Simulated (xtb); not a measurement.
xtb input for B(OH)2(SH) (BH3O2S), SMILES OB(O)S, GFN2-xTB. 

```
$ xtb mol.xyz --gfn 2 --sp --chrg 0 --uhf 0 --json
$ cat mol.xyz
7

B     -0.00838052    -0.45089628    -0.00000000
O     -1.16603479    -1.14090183    -0.00000000
H     -1.13763407    -2.09750708     0.00000001
O      1.23818745    -0.98215652     0.00000000
H      1.33020451    -1.93529103    -0.00000000
S     -0.11985388     1.35691083     0.00000000
H      1.18977293     1.56117294    -0.00000001
```

Output:

```
[banner left out]
          |                Calculation Setup                |
           -------------------------------------------------



           -------------------------------------------------
          |                 G F N 2 - x T B                 |
           -------------------------------------------------

        Reference                      10.1021/acs.jctc.8b01176
      * Hamiltonian:
        H0-scaling (s, p, d)           1.850000    2.230000    2.230000
        zeta-weighting                 0.500000
      * Dispersion:
        s8                             2.700000
        a1                             0.520000
        a2                             5.000000
        s9                             5.000000
      * Repulsion:
        kExp                           1.500000    1.000000
        rExp                           1.000000
      * Coulomb:
        alpha                          2.000000
        third order                    shell-resolved
        anisotropic                    true
        a3                             3.000000
        a5                             4.000000
        cn-shift                       1.200000
        cn-exp                         4.000000
        max-rad                        5.000000


          ...................................................
          :                      SETUP                      :
          :.................................................:
          :  # basis functions                  25          :
          :  # atomic orbitals                  24          :
          :  # shells                           12          :
          :  # electrons                        24          :
          :  max. iterations                   250          :
          :  Hamiltonian                  GFN2-xTB          :
          :  restarted?                      false          :
          :  GBSA solvation                  false          :
          :  PC potential                    false          :
          :  electronic temp.          300.0000000     K    :
          :  accuracy                    1.0000000          :
          :  -> integral cutoff          0.2500000E+02      :
          :  -> integral neglect         0.1000000E-07      :
          :  -> SCF convergence          0.1000000E-05 Eh   :
          :  -> wf. convergence          0.1000000E-03 e    :
          :  Broyden damping             0.4000000          :
          :  net charge                          0          :
          :  unpaired electrons                  0          :
          ...................................................

 iter      E             dE          RMSdq      gap      omega  full diag
   1    -14.1513149 -0.141513E+02  0.859E+00    6.60       0.0  T
   2    -14.2987631 -0.147448E+00  0.548E+00    4.98       1.0  T
   3    -14.3099155 -0.111525E-01  0.266E+00    6.05       1.0  T
   4    -14.3180471 -0.813157E-02  0.111E+00    5.31       1.0  T
   5    -14.3242376 -0.619047E-02  0.304E-01    5.64       1.0  T
   6    -14.3241005  0.137119E-03  0.170E-01    5.70       1.0  T
   7    -14.3242491 -0.148644E-03  0.203E-02    5.64       1.9  T
   8    -14.3242487  0.356872E-06  0.118E-02    5.65       3.2  T
   9    -14.3242494 -0.614058E-06  0.290E-03    5.64      13.0  T
  10    -14.3242493  0.127492E-07  0.205E-03    5.64      18.4  T
  11    -14.3242494 -0.187577E-07  0.245E-04    5.64     154.1  T
  12    -14.3242494  0.250971E-09  0.185E-04    5.64     204.6  T

   *** convergence criteria satisfied after 12 iterations ***

         #    Occupation            Energy/Eh            Energy/eV
      -------------------------------------------------------------
         1        2.0000           -0.7158979             -19.4806
       ...           ...                  ...                  ...
         6        2.0000           -0.5552363             -15.1087
         7        2.0000           -0.5339288             -14.5289
         8        2.0000           -0.4858576             -13.2209
         9        2.0000           -0.4821653             -13.1204
        10        2.0000           -0.4803922             -13.0721
        11        2.0000           -0.4368587             -11.8875
        12        2.0000           -0.3791218             -10.3164 (HOMO)
        13                         -0.1717892              -4.6746 (LUMO)
        14                         -0.1603696              -4.3639
        15                         -0.0712042              -1.9376
        16                         -0.0117545              -0.3199
        17                         -0.0001787              -0.0049
       ...                                ...                  ...
        24                          0.6334019              17.2357
      -------------------------------------------------------------
                  HL-Gap            0.2073326 Eh            5.6418 eV
             Fermi-level           -0.2754555 Eh           -7.4955 eV

 SCC (total)                   0 d,  0 h,  0 min,  0.003 sec
 SCC setup                      ...        0 min,  0.000 sec (  3.036%)
 Dispersion                     ...        0 min,  0.000 sec (  1.057%)
 classical contributions        ...        0 min,  0.000 sec (  0.830%)
 integral evaluation            ...        0 min,  0.001 sec ( 19.340%)
 iterations                     ...        0 min,  0.002 sec ( 49.353%)
 molecular gradient             ...        0 min,  0.001 sec ( 23.433%)
 printout                       ...        0 min,  0.000 sec (  2.738%)

         :::::::::::::::::::::::::::::::::::::::::::::::::::::
         ::                     SUMMARY                     ::
         :::::::::::::::::::::::::::::::::::::::::::::::::::::
         :: total energy             -14.242542760855 Eh    ::
         :: gradient norm              0.000106711010 Eh/a0 ::
         :: HOMO-LUMO gap              5.641807372889 eV    ::
         ::.................................................::
         :: SCC energy               -14.324248683336 Eh    ::
         :: -> isotropic ES            0.087981819228 Eh    ::
         :: -> anisotropic ES         -0.002142722085 Eh    ::
         :: -> anisotropic XC         -0.000027977970 Eh    ::
         :: -> dispersion             -0.002904926071 Eh    ::
         :: repulsion energy           0.081705922482 Eh    ::
         :: add. restraining           0.000000000000 Eh    ::
         :: total charge              -0.000000000000 e     ::
         :::::::::::::::::::::::::::::::::::::::::::::::::::::

           -------------------------------------------------
          |                Property Printout                |
           -------------------------------------------------

    * Orbital Energies and Occupations

         #    Occupation            Energy/Eh            Energy/eV
      -------------------------------------------------------------
         1        2.0000           -0.7158979             -19.4806
         2        2.0000           -0.7112783             -19.3549
         3        2.0000           -0.7018727             -19.0989
         4        2.0000           -0.6156209             -16.7519
         5        2.0000           -0.6068591             -16.5135
         6        2.0000           -0.5552363             -15.1087
         7        2.0000           -0.5339288             -14.5289
         8        2.0000           -0.4858576             -13.2209
         9        2.0000           -0.4821653             -13.1204
        10        2.0000           -0.4803922             -13.0721
        11        2.0000           -0.4368587             -11.8875
        12        2.0000           -0.3791218             -10.3164 (HOMO)
Note: The following floating-point exceptions are signalling: IEEE_UNDERFLOW_FLAG IEEE_DENORMAL
normal termination of xtb
        13                         -0.1717892              -4.6746 (LUMO)
        14                         -0.1603696              -4.3639
        15                         -0.0712042              -1.9376
        16                         -0.0117545              -0.3199
        17                         -0.0001787              -0.0049
        18                          0.0541795               1.4743
        19                          0.0908719               2.4727
        20                          0.1390968               3.7850
        21                          0.3240931               8.8190
        22                          0.3523154               9.5870
        23                          0.6145327              16.7223
        24                          0.6334019              17.2357
      -------------------------------------------------------------
                  HL-Gap            0.2073326 Eh            5.6418 eV
             Fermi-level           -0.2754555 Eh           -7.4955 eV

     #   Z          covCN         q      C6AA      α(0)
     1   5 B        2.474     0.500    16.614     7.206
     2   8 O        1.600    -0.474    22.381     6.385
     3   1 H        0.806     0.305     0.707     1.321
     4   8 O        1.600    -0.487    22.655     6.424
     5   1 H        0.806     0.301     0.717     1.330
     6  16 S        1.834    -0.323   155.110    20.962
     7   1 H        0.923     0.179     1.211     1.721

 Mol. C6AA /au·bohr⁶  :        819.723400
 Mol. C8AA /au·bohr⁸  :      27003.625648
 Mol. α(0) /au        :         45.347836


Wiberg/Mayer (AO) data.
largest (>0.10) Wiberg bond orders for each atom

 ---------------------------------------------------------------------------
     #   Z sym  total        # sym  WBO       # sym  WBO       # sym  WBO
 ---------------------------------------------------------------------------
     1   5 B    3.394 --     2 O    1.174     4 O    1.153     6 S    1.049
     2   8 O    2.153 --     1 B    1.174     3 H    0.881
     3   1 H    0.907 --     2 O    0.881
     4   8 O    2.133 --     1 B    1.153     5 H    0.882
     5   1 H    0.909 --     4 O    0.882
     6  16 S    2.102 --     1 B    1.049     7 H    0.954
     7   1 H    0.968 --     6 S    0.954
 ---------------------------------------------------------------------------

Topologies differ in total number of bonds
Writing topology from bond orders to xtbtopo.mol

molecular dipole:
                 x           y           z       tot (Debye)
 q only:        0.476      -1.108       0.000
   full:        0.632      -1.966       0.000       5.250
molecular quadrupole (traceless):
                xx          xy          yy          xz          yz          zz
 q only:       -3.136       1.606       5.116      -0.000      -0.000      -1.980
  q+dip:       -3.523       2.028       4.609      -0.000      -0.000      -1.086
   full:       -3.628       2.170       5.104      -0.000      -0.000      -1.476


           -------------------------------------------------
          | TOTAL ENERGY              -14.242542760855 Eh   |
          | GRADIENT NORM               0.000106711010 Eh/α |
          | HOMO-LUMO GAP               5.641807372889 eV   |
           -------------------------------------------------

------------------------------------------------------------------------
------------------------------------------------------------------------
 total:
 SCF:
```

The run converged.

Cost: about 0.020 core-seconds (a rough figure).
